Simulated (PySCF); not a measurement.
Molecule: thiophene-2-boronic acid, C4H5BO2S.

Geometry (Å), atoms numbered from 1 in this order:
```xyz
13

O    -2.490    0.730   -0.972
B    -1.730    0.037   -0.080
O    -2.356   -0.713    0.852
C    -0.168    0.061   -0.075
C     0.690   -0.601    0.759
C     2.053   -0.365    0.491
C     2.236    0.485   -0.553
S     0.745    1.005   -1.223
H    -2.018    1.251   -1.620
H    -3.312   -0.681    0.786
H     0.333   -1.242    1.545
H     2.860   -0.809    1.047
H     3.154    0.842   -0.975
```

Frames of a GFN2-xTB Langevin trajectory at 600 K; GIAO PBE0/pcSseg-1 shieldings in PySCF, gas phase, non-relativistic; equivalent atoms averaged within each frame.

References, each an isolated molecule treated in the same way: 17O (σ = 336.08 ppm) against H2O; 11B (σ = 100.07 ppm) against BF3·OEt2; 13C (σ = 186.93 ppm), 1H (σ = 31.72 ppm) vs TMS; CS2 for 33S (σ = 503.73 ppm). The references are static minima.

How do the shifts (ppm) fluctuate along the trajectory?

Answers


```
         time (fs)  O1/O3    B2     C4     C5     C7     C6   S8   H11   H13   H12
optimised geometry  110.2  23.3  144.3  143.2  139.5  132.8  242  7.97  7.43  7.36
               250  116.7  23.4  156.0  148.0  144.0  134.2  255  8.96  8.06  6.80
               425  105.4  27.5  139.9  145.7  153.0  133.6  235  8.89  7.64  8.38
               625  113.8  24.6  153.7  147.5  139.0  135.3  221  8.34  8.06  7.33
               800  118.1  24.3  158.0  140.6  132.1  139.4  241  7.74  7.58  7.44
              1000  116.3  31.7  152.4  153.1  132.6  137.2  211  8.73  7.34  7.91
    mean of frames  114.0  26.3  152.0  147.0  140.1  136.0  233  8.53  7.74  7.57
standard deviation    5.1   3.4    7.1    4.5    8.7    2.4   17  0.50  0.32  0.60
```

5 frames give an uncertainty of the mean of about the standard deviation over 2.2 at best, since frames this close in time may not be independent; classical motion lacks zero-point vibration, and the reference would need the same averaging.
